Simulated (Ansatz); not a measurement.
`F[Si]1(Cl)[CH2][AlH]1`, relaxed with RKS PBE0-D4/def2-TZVP in the Gaussian-basis code of Ansatz from a PBE-D4/def2-SVP geometry. The force threshold is 0.005 eV/Å; the program also tests the step.

The species carries charge 0 and has multiplicity 1.

Start:

```xyz
8

F    -0.957    1.134   -2.088
Si   -0.015    0.814   -0.781
Cl    1.948    1.329   -1.291
C    -0.038   -0.921   -0.045
Al   -0.215    0.331    1.506
H    -1.108   -1.262   -0.104
H     0.629   -1.769   -0.302
H    -0.244    0.344    3.106
```

```csv
step,energy (eV),largest force (eV/Å),largest move (Å)
1,-30789.9229,1.341,0.000
2,-30789.9731,0.830,0.035
3,-30789.9889,0.048,0.044
4,-30789.9893,0.038,0.013
5,-30789.9895,0.019,0.006
6,-30789.9896,0.014,0.009
7,-30789.9897,0.008,0.006
8 (rejected),-30789.9894,0.109,0.005
9,-30789.9897,0.003,0.002
```

End:

```xyz
8

F    -0.942    1.131   -2.003
Si    0.015    0.802   -0.768
Cl    1.922    1.306   -1.355
C    -0.028   -0.911   -0.041
Al   -0.213    0.325    1.493
H    -1.084   -1.241   -0.108
H     0.626   -1.746   -0.292
H    -0.296    0.333    3.073
```

It took 36 s on 4 threads of a server CPU on a shared host, with 0.54 GiB of host memory at the peak.
